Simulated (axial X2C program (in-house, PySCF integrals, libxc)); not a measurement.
Outer orbitals of InH⁻ at 1.890 Å, PBE0

Computed with an in-house all-electron X2C program for linear molecules (integrals from PySCF). Spin-free means the one-electron spin-free X2C Hamiltonian; two-component (2c) means X2C with spin–orbit coupling and atomic mean-field two-electron Coulomb and Gaunt terms, so the difference of the two also holds small scalar two-electron terms. Basis: In dyall-acv3z [12s13p10d5f1g], H dyall-av3z [7s3p2d] (cores contracted in-house); Gaussian nuclei, density fitting, unrestricted open shells. Masses: In 114.904 u, H 1.008 u.

The distance is close to the 2c PBE0 minimum; the highest filled and lowest empty levels are listed.

Spin-free orbitals, state M_S = 1/2, Λ = 1 (beyond evenly filled blocks: π+α) (Löwdin shares):

```tsv
symmetry	occupied	ε (eV)	atomic character
δ+α	yes	-15.91	100% In d
δ-α	yes	-15.89	100% In d
δ-β	yes	-15.84	100% In d
δ+β	yes	-15.84	100% In d
σα	yes	-15.75	99% In d
σβ	yes	-15.73	99% In d
π+α	yes	-15.72	99% In d
π-α	yes	-15.71	99% In d
π+β	yes	-15.69	99% In d
π-β	yes	-15.69	99% In d
σα	yes	-5.40	54% In s, 35% H s, 7% H p
σβ	yes	-5.06	51% In s, 38% H s, 6% H p
σα	yes	-1.24	46% In p, 27% H s, 18% In s
σβ	yes	-1.07	45% In p, 25% H s, 21% In s
π+α	yes	0.99	91% In p, 8% H p
π-α	no	1.90	96% In p, 4% H p
σα	no	2.05	91% In p, 6% In s
σβ	no	2.38	94% In p, 2% In s
π-β	no	2.38	96% In p, 3% H p
π+β	no	2.38	96% In p, 3% H p
```

The highest filled level is positive, so this functional does not bind it, and the empty levels of an anion are set by the basis.

Spinors with spin–orbit coupling (state Ω = 1/2):

```csv
ω,occupied,ε (eV),atomic character,λ mixture
3/2,yes,-16.25,100% In d,"86% δ, 14% π"
-3/2,yes,-16.20,100% In d,"84% δ, 16% π"
1/2,yes,-16.11,99% In d,"60% π, 40% σ"
-1/2,yes,-16.10,99% In d,"56% π, 44% σ"
-5/2,yes,-15.43,100% In d,100% δ
5/2,yes,-15.39,100% In d,100% δ
-3/2,yes,-15.28,99% In d,"84% π, 16% δ"
1/2,yes,-15.28,99% In d,"60% σ, 40% π"
-1/2,yes,-15.28,99% In d,"56% σ, 44% π"
3/2,yes,-15.27,99% In d,"86% π, 14% δ"
-1/2,yes,-5.31,"54% In s, 36% H s, 7% H p",100% σ
1/2,yes,-4.96,"51% In s, 38% H s, 6% H p",100% σ
-1/2,yes,-1.16,"46% In p, 27% H s, 18% In s",100% σ
1/2,yes,-0.99,"45% In p, 24% H s, 22% In s",100% σ
1/2,yes,0.98,"90% In p, 8% H p",100% π
-3/2,no,1.96,"96% In p, 3% H p",100% π
-1/2,no,2.07,"91% In p, 6% In s",100% σ
1/2,no,2.38,"95% In p, 2% In s","96% σ, 4% π"
-1/2,no,2.40,"96% In p, 3% H p",100% π
1/2,no,2.41,"96% In p, 3% H p","96% π, 4% σ"
```

The highest filled level is positive, so this functional does not bind it, and the empty levels of an anion are set by the basis.

(1) How does the gap between the highest filled and lowest empty level change from the spin-free to the 2c table?

Mulliken charges and populations of the two-component result (they depend on the basis, above all on diffuse functions):

In -0.56 e (s 9.80 p 19.73 d 20.02), H -0.44 e (s 1.38 p 0.06). ⟨Lz⟩ = 1.00 ħ and ⟨Sz⟩ = -0.50 ħ (-0.52 and 0.02 on the two atoms), which add up to Ω.

One determinant describes the state; a PBE0 search over occupations chose it and may have missed a lower one. Density functionals use the spin component along the axis (collinear). The highest occupied level is positive at some bond lengths even in Hartree–Fock (under at least one Hamiltonian), so the basis set holds the extra electron there; where that holds at Re the anion is at best weakly bound and its constants depend on the basis. The functionals have no current-density term, which raises determinants with orbital currents, atoms included.

Answers

(1) From 0.91 to 0.98 eV at PBE0, a change of 0.07 eV.
